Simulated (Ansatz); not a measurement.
Name a neutral molecule of C, N, O, Si and H with HOMO–LUMO gap (B3LYP/def2-TZVPP) between 5.55 and 5.85 eV and size of the dipole moment (PBE/def2-TZVPP) between 2.95 and 3.25 D (Ansatz, PBE0-D4/def2-TZVP geometry).

`CN(C)[Si]O` (5.62 eV, 3.20 D). Other molecules can fit too; these were computed, each in one conformer that needn't be the lowest.

B3LYP here is the variant with VWN-RPA as its local correlation; programs differ in this.
